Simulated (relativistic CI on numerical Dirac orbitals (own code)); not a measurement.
## Hyperfine structure of S9+, mass number 33

Calculated at this level of theory: Dirac-Coulomb-Breit CI, separate exchange-only KLI orbitals for each configuration, model QED (radiative potential, 1s self-energy scaled to tabulated hydrogen-like ionisation energies), unscaled Slater integrals (own radial code, finite nucleus).

CI space (outside the closed core 1s2): 2s²2p³, 2s2p⁴, 2p⁵, 2s²2p²3s, 2p⁴3s, 2s²2p²3p, 2p⁴3p, 2s²2p²3d, 2p⁴3d, 2s2p³3s, 2s2p³3p, 2s2p³3d, 2s²2p²4s, 2s²2p²4p, 2s²2p²4d, 2s²2p²4f. Levels of other configurations are missing.

Nuclear spin I = 3/2, μ = 0.64325 μN, Q = -0.0694 b (tables of Stone and Pyykkö). The electronic factors are computed for point nuclear moments, without core polarisation or the Bohr-Weisskopf and QED corrections.

```json
{"Level": "2s²2p³ ²D°3/2", "E (cm⁻¹)": "86640", "A (MHz)": "2501", "B (MHz)": "-330"}
{"Level": "2s²2p³ ²D°5/2", "E (cm⁻¹)": "87842", "A (MHz)": "4061", "B (MHz)": "6.3"}
{"Level": "2s²2p³ ²P°1/2", "E (cm⁻¹)": "129380", "A (MHz)": "11130", "B (MHz)": ""}
{"Level": "2s²2p³ ²P°3/2", "E (cm⁻¹)": "131233", "A (MHz)": "2311", "B (MHz)": "342"}
{"Level": "2s2p⁴ ⁴P5/2", "E (cm⁻¹)": "379617", "A (MHz)": "9706", "B (MHz)": "-646"}
{"Level": "2s2p⁴ ⁴P3/2", "E (cm⁻¹)": "386497", "A (MHz)": "9190", "B (MHz)": "513"}
{"Level": "2s2p⁴ ⁴P1/2", "E (cm⁻¹)": "390033", "A (MHz)": "19610", "B (MHz)": ""}
{"Level": "2s2p⁴ ²D3/2", "E (cm⁻¹)": "530610", "A (MHz)": "-2923", "B (MHz)": "907"}
```

Levels with J = 0, under 50 % of one LS term, or S terms without an open s electron are left out. Small factors come from cancelling terms and can be off by tens of per cent or more.

At this charge energies of transitions that change n are usually good to better than 1 %, and those within a shell (Δn = 0) to a few per cent.

(1) Give the hyperfine levels of 2s²2p³ ²D°5/2 relative to its centre of gravity.

Results:

(1) With K = F(F + 1) − I(I + 1) − J(J + 1), E = AK/2 + B[¾K(K + 1) − I(I + 1)J(J + 1)]/[2I(2I − 1)J(2J − 1)]: F = 1: -21310, F = 2: -13200, F = 3: -1019, F = 4: 15230 MHz.
